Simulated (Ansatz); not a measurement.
CHF (SMILES [CH]F) moved off its minimum; all values from Ansatz (an electronic-structure program), cores frozen in correlated methods.
(charge 0, multiplicity 1)
```xyz
3

C     -0.5724     0.4731     0.0582
F      0.5147    -0.2605    -0.0116
H     -1.3577    -0.2479    -0.0220
```

**Question.** Give the forces (eV/Å), the total energy and the dipole at CCSD(T)/aug-cc-pVTZ.

**Answer.** 
```
atom      Fx      Fy      Fz
----  ------  ------  ------
C1     1.120   1.322   0.145
F2     0.029  -0.123  -0.013
H3    -1.149  -1.199  -0.132
```
Energy -138.2388 hartree, dipole 1.53 D.

Doubts at one or more of the structures used: a restricted determinant that unrestricted orbitals would lower (CCSD(T)/aug-cc-pVTZ).
